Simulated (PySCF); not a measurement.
Se(F)(OH), HFOSe, SMILES O[Se]F, CAM-B3LYP/def2-SVP optimised geometry.

```
4

Se    -0.73    -1.03     0.00
F      1.03    -1.03     0.00
O     -1.03     0.71     0.00
H     -0.98     1.03     0.91
```

Density from CAM-B3LYP/def2-TZVP in PySCF at that geometry.

Minimum of the electron density along straight lines between bonded atoms, close to the bond critical point (lines longer than 1.1 times the sum of covalent radii, or with two minima, are not listed):

```json
[
 {"bond": "Se1–F2", "length / Å": "1.761", "ρ at the minimum / e bohr⁻³": "?", "∇²ρ there / e bohr⁻⁵": "0.34", "position (fraction from the first atom)": "0.47"},
 {"bond": "Se1–O3", "length / Å": "1.766", "ρ at the minimum / e bohr⁻³": "?", "∇²ρ there / e bohr⁻⁵": "?", "position (fraction from the first atom)": "0.47"},
 {"bond": "O3–H4", "length / Å": "0.969", "ρ at the minimum / e bohr⁻³": "0.354", "∇²ρ there / e bohr⁻⁵": "-2.41", "position (fraction from the first atom)": "0.81"}
]
```

Question: Complete the blanks.

Answer: 
- Se1–F2, ρ at the minimum / e bohr⁻³: 0.157
- Se1–O3, ρ at the minimum / e bohr⁻³: 0.174
- Se1–O3, ∇²ρ there / e bohr⁻⁵: 0.25
